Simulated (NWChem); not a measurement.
System: CH₆GeO; SMILES C[O][GeH3]

NWChem input:

```
start job
memory heap 200 mb stack 900 mb global 1100 mb
geometry units angstroms noautoz
  Ge    -0.000532     0.702049     0.000000
  O     -0.626778    -0.966385     0.000000
  C      0.262378    -2.044606     0.000000
  H     -1.249799     1.588486     0.000000
  H      0.859144     0.922031     1.263026
  H      0.859144     0.922031    -1.263026
  H      0.916966    -2.060268     0.894153
  H     -0.320555    -2.979680     0.000000
  H      0.916966    -2.060268    -0.894153
end
basis spherical
  * library def2-svp
end
dft
  xc xpbe96 cpbe96
  iterations 150
  vectors input atomic output neutral.movecs
end
task dft energy
charge 1
dft
  odft
  mult 2
  vectors input atomic output cation.movecs
end
task dft energy
```

Excerpt of the output:

```
             Northwest Computational Chemistry Package (NWChem) 7.3.0
             --------------------------------------------------------

 CS  symmetry detected

                             Geometry "geometry" -> ""
                             -------------------------

 Output coordinates in angstroms (scale by  1.889725989 to convert to a.u.)

  No.       Tag          Charge          X              Y              Z
 ---- ---------------- ---------- -------------- -------------- --------------
    1 Ge                  32.0000     0.02556297     0.72522529     0.00000000
    2 O                    8.0000    -0.59545137    -0.94516307     0.00000000
    3 C                    6.0000     0.29707923    -2.02059231     0.00000000
    4 H                    1.0000    -1.22647584     1.60774294     0.00000000
    5 H                    1.0000     0.88454536     0.94790029     1.26302600
    6 H                    1.0000     0.88454536     0.94790029    -1.26302600
    7 H                    1.0000     0.95171310    -2.03420287     0.89415300
    8 H                    1.0000    -0.28292054    -2.95748853     0.00000000
    9 H                    1.0000     0.95171310    -2.03420287    -0.89415300

 Effective nuclear repulsion energy (a.u.)     204.6829488395

      Symmetry information
      --------------------

 Group name             Cs
 Group number              2
 Group order               2
 No. of unique centers     7

  pbe96 is a nonlocal functional; adding pw91lda local functional.

                                 NWChem DFT Module
                                 -----------------

 Summary of "ao basis" -> "ao basis" (spherical)
 ------------------------------------------------------------------------------
       Tag                 Description            Shells   Functions and Types
 ---------------- ------------------------------  ------  ---------------------
 Ge                         def2-svp                12       32   5s4p3d
 O                          def2-svp                 6       14   3s2p1d
 C                          def2-svp                 6       14   3s2p1d
 H                          def2-svp                 3        5   2s1p

      Symmetry analysis of basis
      --------------------------

        a'         60
        a"         30

            General Information
            -------------------
          SCF calculation type: DFT
          Wavefunction type:  closed shell.
          No. of atoms     :     9
          No. of electrons :    52
           Alpha electrons :    26
            Beta electrons :    26
          Charge           :     0
          Spin multiplicity:     1
          Use of symmetry is: on ; symmetry adaption is: on
          Maximum number of iterations: 150
          AO basis - number of functions:    90
                     number of shells:    42
          Convergence on energy requested:  1.00D-06
          Convergence on density requested:  1.00D-05
          Convergence on gradient requested:  5.00D-04

              XC Information
              --------------
          PerdewBurkeErnzerhof Exchange Functional  1.000
            Perdew 1991 LDA Correlation Functional  1.000 local
           PerdewBurkeErnz. Correlation Functional  1.000 non-local

             Grid Information
             ----------------
          Grid used for XC integration:  medium
          Radial quadrature: Mura-Knowles
          Angular quadrature: Lebedev.
          Tag              B.-S. Rad. Rad. Pts. Rad. Cut. Ang. Pts.
          ---              ---------- --------- --------- ---------
          Ge                  1.25      112          10.0       590
          O                   0.60       49           8.0       434
          C                   0.70       49          11.0       434
          H                   0.35       45          12.0       434
          Grid pruning is: on
          Number of quadrature shells:   390
          Spatial weights used:  Erf1

      Superposition of Atomic Density Guess
      -------------------------------------

 Sum of atomic energies:       -2190.35512881

      Non-variational initial energy
      ------------------------------

 Total energy =   -2191.596191
 1-e energy   =   -3458.482913
 2-e energy   =    1062.203773
 HOMO         =      -0.360703
 LUMO         =       0.044977

      Symmetry analysis of molecular orbitals - initial
      -------------------------------------------------

  Numbering of irreducible representations:

     1 a'          2 a"

  Orbital symmetries:

     1 a'          2 a'          3 a'          4 a"          5 a'
     6 a'          7 a'          8 a'          9 a'         10 a"
    11 a'         12 a'         13 a'         14 a"         15 a'
    16 a"         17 a'         18 a'         19 a'         20 a'
    21 a"         22 a'         23 a"         24 a'         25 a'
    26 a"         27 a'         28 a'         29 a'         30 a"
    31 a'         32 a'         33 a"         34 a'         35 a'
    36 a"

   convergence    iter        energy       DeltaE   RMS-Dens  Diis-err
 ---------------- ----- ----------------- --------- --------- ---------
 d= 0,ls=0.0,diis     1  -2193.0486250959 -2.40D+03  2.03D-02  5.78D-01
 d= 0,ls=0.0,diis     2  -2192.8745428213  1.74D-01  1.42D-02  2.33D+00
 d= 0,ls=0.0,diis     3  -2193.1107566182 -2.36D-01  2.63D-03  7.93D-02
 d= 0,ls=0.0,diis     4  -2193.1171463554 -6.39D-03  8.87D-04  9.51D-03
 d= 0,ls=0.0,diis     5  -2193.1180490971 -9.03D-04  2.94D-04  1.10D-03
  Resetting Diis
 d= 0,ls=0.0,diis     6  -2193.1181982089 -1.49D-04  3.61D-05  1.24D-05
 d= 0,ls=0.0,diis     7  -2193.1181997104 -1.50D-06  1.49D-05  3.85D-07
 d= 0,ls=0.0,diis     8  -2193.1181996228  8.75D-08  9.93D-06  1.29D-06

[...]
```

Level: PBE/def2-SVP, vertical spin-unrestricted ions. Coordinates come from a PBE0/def2-SVP optimisation.
